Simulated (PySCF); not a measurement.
**IrO2: bending curve**

All numbers come from UPBE0 in PySCF with Ir def2-TZVP with ECP60, O def2-TZVP; scalar-relativistic core potentials, no spin–orbit coupling; density-fitted integrals.

Rigid scan from the doublet minimum (Ir–O 1.684 Å (×2); O–Ir–O 167.0°). Coordinate: the O–Ir–O angle, bonds fixed. Energies in kJ/mol from the minimum.

| bond angle (°) | E (kJ/mol) | dipole size (D) | ⟨S²⟩ |
| --- | --- | --- | --- |
| 80 | 363.5 | 3.70 | 0.76 |
| 90 | 260.7 | 3.21 | 0.76 |
| 100 | 178.9 | 2.69 | 0.76 |
| 110 | 113.8 | 2.30 | 0.76 |
| 120 | 65.4 | 2.02 | 0.76 |
| 130 | 33.0 | 1.79 | 0.75 |
| 140 | 14.0 | 1.53 | 0.75 |
| 150 | 4.3 | 1.17 | 0.75 |
| 160 | 0.5 | 0.76 | 0.75 |
| 170 | 0.0 | 0.37 | 0.75 |
| 180 | 0.3 | 0.00 | 0.75 |

Other spin states or occupations of the open shell can lie lower. Spin–orbit coupling, left out here, can matter for elements this heavy.
